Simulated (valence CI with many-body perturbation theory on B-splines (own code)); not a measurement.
Run record, Zr I

Computed by valence CI with perturbative core correlation (CI+MBPT): four valence electrons over a frozen Dirac-Fock core [Kr], a basis of 6 s, 6 p, 5 d, 5 f, 1 g functions for each j, with the one-electron correlation potential Σ1 (second order), the two-electron term Σ2, the three-electron term Σ3, Breit, model QED; selected single and double excitations, second order for the rest, scaled by the run's own slope (own B-spline code, finite nucleus).

Command, and the settings that its task file holds:

```sh
python run_cv.py task.json out
```

```
atom Zr  Z=40  mass_number=90  rms_radius_fm=4.2694
core [Kr]
valence 4d2 5s2
avg = 1
basis = S
breit = 1
cap = 10000
capref = 1200
cscale = 1
de = 0.0
dress = 0
eps = 2e-08
extrap = 1
h = 0.27
hh = 1
l2 = 3
lcore = 6
maxit = 60
n2 = 5
natural = 1
nlev = 20
nno = [3, 3, 3, 3, 1]
nroot = 26
nsp = [3, 3, 2, 2, 0]
pt2 = 1
qed = 1
rmax = 35.0
rpa = 1
s1 = 1
s2 = 1
s3 = 1
screen = 0
tol = 2e-05
whole = 1
```

It took 60 s on 1 thread of Arm Neoverse V2 (shared host).

Log. The first blocks belong to the next ion, which gives the ionisation energy. Fields: 2J, parity (1 odd), roots, reference size, generating configurations, candidates as configurations/state functions, variational space P, stored matrix elements, Davidson steps; e2 is the range of second-order energies in hartree. The first line gives the box (bohr), its intervals, the orbitals and the steps of their self-consistent field. Window is the range of levels sought, series limit the energy at which the first omitted orbital would enter, core excitation an estimate of the first excitation out of the core, left out the lowest levels not solved, and shifts from estimates the range by which levels moved from their first estimate, all in cm⁻¹.

```
rmax 35.0 intervals 67 orbitals 40 references ['4d2 5s2', '4d2 5s 5p', '4d3 5s', '4d 5s2 5p'] scf 12 t 1.7
2J=3 par=0 roots 2 ref 43 generators 13 cand 403/946 P 430/989 nnz 0 it 0
2J=3 par=0 roots 2 ref 43 generators 57 cand 1589/3555 P 2019/4544 nnz 2.7e+06 it 14
   second order: generators 134 cand 3175/6753 e2 -0.00002 -0.00002
2J=5 par=0 roots 2 ref 45 generators 12 cand 356/953 P 382/998 nnz 0 it 0
2J=5 par=0 roots 2 ref 45 generators 60 cand 1474/3779 P 1856/4777 nnz 3.1e+06 it 11
   second order: generators 124 cand 3537/8592 e2 -0.00004 -0.00002
2J=7 par=0 roots 2 ref 31 generators 10 cand 376/954 P 395/985 nnz 0 it 0
2J=7 par=0 roots 2 ref 31 generators 50 cand 1387/3536 P 1782/4521 nnz 2.9e+06 it 7
   second order: generators 112 cand 3156/7996 e2 -0.00004 -0.00002
reference levels 325, estimated 96, window 13372 1/cm; series limit 40592, core excitation 233159
2J=4 par=0 roots 7 ref 29 generators 51 cand 209/910 P 776/3350 nnz 1.8e+06 it 10
2J=4 par=0 roots 7 ref 29 generators 221 cand 1284/6633 P 2060/9983 nnz 1.1e+07 it 17
   second order: generators 524 cand 43360/312384 e2 -0.00149 -0.00066
2J=6 par=0 roots 6 ref 22 generators 45 cand 211/1004 P 713/3524 nnz 2.1e+06 it 8
2J=6 par=0 roots 6 ref 22 generators 170 cand 1084/6472 P 1797/9996 nnz 1.2e+07 it 10
   second order: generators 415 cand 41729/335911 e2 -0.00148 -0.00064
2J=8 par=0 roots 6 ref 20 generators 40 cand 247/986 P 856/3502 nnz 2e+06 it 7
2J=8 par=0 roots 6 ref 20 generators 169 cand 1218/6492 P 2074/9994 nnz 1.1e+07 it 12
   second order: generators 440 cand 38350/307701 e2 -0.00124 -0.00061
2J=0 par=0 roots 2 ref 12 generators 25 cand 598/1093 P 2128/3605 nnz 1.2e+06 it 10
2J=0 par=0 roots 2 ref 12 generators 123 cand 3294/6432 P 5422/10037 nnz 5.5e+06 it 12
   second order: generators 303 cand 30206/62280 e2 -0.00036 -0.00021
2J=2 par=0 roots 4 ref 19 generators 29 cand 287/999 P 950/3512 nnz 1.9e+06 it 8
2J=2 par=0 roots 4 ref 19 generators 144 cand 1593/6467 P 2543/9979 nnz 9e+06 it 12
   second order: generators 372 cand 38542/199859 e2 -0.00101 -0.00044
2J=10 par=0 roots 3 ref 8 generators 15 cand 297/986 P 936/3475 nnz 1.9e+06 it 7
2J=10 par=0 roots 3 ref 8 generators 103 cand 1277/6530 P 2213/10005 nnz 9.8e+06 it 9
   second order: generators 267 cand 34189/244702 e2 -0.00082 -0.00040
left out: unestimated 20484, estimated 14735, shifts from estimates -103 to 20
operators 3.4
```

The Davidson iterations converged.

Against 21 measured levels this calculation errs by 388 cm⁻¹ on average and by 682 at most. Among the levels kept, up to 310 cm⁻¹ of a level comes from second order outside the variational space, and about a tenth of that is noise between levels of different J, which matters for small intervals. Only levels of the ground parity were solved; by the run's estimate the other parity begins above the list, which can be wrong where configurations are misplaced. 1 measured level below the end of the list, from 13142 cm⁻¹ on, found no clear computed partner.

| Quantity | Value |
| --- | --- |
| Valence energy | -2.85396 hartree |
| Ionisation energy | 6.6301 eV (NIST: 6.63413 eV (measured)) |
| Reference configurations for the orbitals | 4d2 5s2, 4d2 5s 5p, 4d3 5s, 4d 5s2 5p |
| Radial orbitals | 40 |
| Box radius | 35 bohr |
| Largest variational space | 10037 |
| Lowest levels | 4d²5s² ³F_2 0.0, 4d²5s² ³F_3 589, 4d²5s² ³F_4 1286, 4d²5s² ³P_0 4614, 4d²5s² ¹D_2 [a] 4665, 4d²5s² ³P_1 4798, 4d³5s ⁵F_1 5051, 4d³5s ⁵F_2 5212, 4d³5s ⁵F_3 5446, 4d²5s² ¹D_2 [b] 5612, 4d³5s ⁵F_4 5749, 4d³5s ⁵F_5 6110, 4d²5s² ¹G_4 8584, 4d³5s ⁵P_1 11487 cm⁻¹ |

Names give the largest LS component (configuration and term), which can be under half, so a name can repeat, a term be missing and a line seem to break the LS rules; names also repeat where a configuration has a term twice. Letters in brackets count levels of one name in rising energy.
